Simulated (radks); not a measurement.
Values are calculated unless marked as measured or tabulated.
Problem. Species: Cd I. Configuration: [Kr] 4d9.5 5s2 5p0.5 (fractional occupations, a model configuration). Level of theory: scalar-relativistic Kohn-Sham, PBE, spin-unpolarised, spherical densities, finite nucleus; Fermi nuclear charge, rms radius 4.6087 fm (a radial shooting solver on a logarithmic mesh with Libxc functionals). Some entries of the table are withheld. Estimate them.

orbital  occ.  eigenvalue (eV)  r(max) (bohr)  <1/r> (bohr^-1)
1s          2        -26527.79            (1)            50.64
2s          2        -3941.479         0.1112            11.52
2p          6        -3537.099            (2)            11.11
3s          2        -737.4807         0.3239            4.062
3p          6              (3)         0.3171            3.869
3d         10        -397.1933         0.2658            3.642
4s          2        -109.2375         0.7949            1.575
4p          6         -70.1984         0.8446            1.420
4d        9.5         -14.5554         0.9758            1.071
5s          2          -6.8998          2.269           0.4636
5p        0.5              (4)            (5)           0.3120

Solution. 
(1) 1s r(max) (bohr): 0.01968
(2) 2p r(max) (bohr): 0.08899
(3) 3p eigenvalue (eV): -604.8146
(4) 5p eigenvalue (eV): -1.9036
(5) 5p r(max) (bohr): 3.091
